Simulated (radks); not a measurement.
The numbers below are computed, except where a source is named.
Gd+, 63 electrons, occupied as [Xe] 4f7 5d1 6s1. Level of theory: Dirac Kohn-Sham, Slater X-alpha with alpha = 0.853, spin-unpolarised, spherical densities, finite nucleus; open shells fill j = l - 1/2 first; Fermi nuclear charge, rms radius 5.1569 fm (a radial shooting solver on a logarithmic mesh with Libxc functionals).

Spin-orbit splittings of the eigenvalues, e(l+1/2) - e(l-1/2), with zeta = 2 splitting/(2l+1) and mean radii in bohr:

shell  occ.  splitting (eV)  zeta (eV)  <r> j=l-1/2  <r> j=l+1/2
2p        6           700.6      467.0      0.07728      0.08411
3p        6           144.2      96.15       0.2328       0.2458
3d       10           31.60      12.64       0.2177       0.2217
4p        6           32.28      21.52       0.5618       0.5913
4d       10           5.881      2.353       0.6252       0.6356
4f        7          0.8071     0.2306       0.8282       0.8393
5p        6           4.553      3.035        1.474        1.567
5d        1          0.3519     0.1408        2.406        2.465
